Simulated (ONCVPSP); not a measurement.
**What one change does to a pseudopotential (bromine (Br), ONCV)**

bromine, optimised norm-conserving Vanderbilt (ONCV), made with ONCVPSP 4.0.1 (PBE, scalar-relativistic). Core [Ne], reference 3s2 3p6 3d10 4s1.75 4p5.25. Waves: 3s+4s: rc 0.95 bohr, ncon 3, nbas 7, qcut 16.2 1/bohr, 2 projectors; 3p+4p: rc 0.75 bohr, ncon 4, nbas 8, qcut 19.9 1/bohr, 2 projectors; 3d: rc 0.75 bohr, ncon 5, nbas 9, qcut 21.2 1/bohr, 1 projector. Local part: polynomial inside 0.55 bohr (lpopt 5, dvloc0 -1 Ha). Core correction: Teter function, fcfact 4.25, rcfact 1.65.

Change: s: qcut 14.5.

Cutoffs: the cutoffs (Ha) at which the residual kinetic energy of the hardest occupied pseudo-wave falls to 1 and 0.1 mHa per electron; they do not see the model core or the augmentation charge, which bear on the density cutoff. Errors are all-electron minus pseudo energies relative to the spin-unpolarised reference configuration.

Q: What does the change do?

A: The potential gets neither clearly harder nor softer (193 Ha and 215 Ha → 193 Ha and 215 Ha); the d channel sets the loose cutoff, while the largest relative change is in s, which becomes softer; the errors of the 4 common tests hardly move; neither file shows a bound ghost.

| quantity | base | changed |
| --- | --- | --- |
| cutoff, loose | 193 Ha | 193 Ha |
| cutoff, tight | 215 Ha | 215 Ha |
| loose cutoff by channel | s 84 Ha, p 94 Ha, d 193 Ha | s 69 Ha, p 94 Ha, d 193 Ha |
| bound ghosts | none | none |
| GHOST(+) flags under 300 eV | none | none |
| error for 3s2 3p6 3d10 4s2 4p5, meV [ΔE -3.07 eV] | +0.3 | +0.3 |
| error for 3s2 3p6 3d10 4s2 4p4, meV [ΔE 9.48 eV] | +0.3 | +0.2 |
| error for 3s2 3p6 3d10 4s2 4p3, meV [ΔE 32.24 eV] | -0.6 | -0.5 |
| error for 3s2 3p6 3d9 4s2 4p6, meV [ΔE 61.24 eV] | +26 | +29 |
| s: phases at 0.97 bohr within 0.05 rad from the reference energy up to (Ha; the scan ends near 5) | to the end of the scan | to the end of the scan |
| p: phases at 0.76 bohr within 0.05 rad from the reference energy up to (Ha; the scan ends near 5) | to the end of the scan | to the end of the scan |
| d: phases at 0.76 bohr within 0.05 rad from the reference energy up to (Ha; the scan ends near 5) | to the end of the scan | to the end of the scan |
| rms error of d²Exc/dni dnj with the model core, mHa | 1.95 | 2.16 |
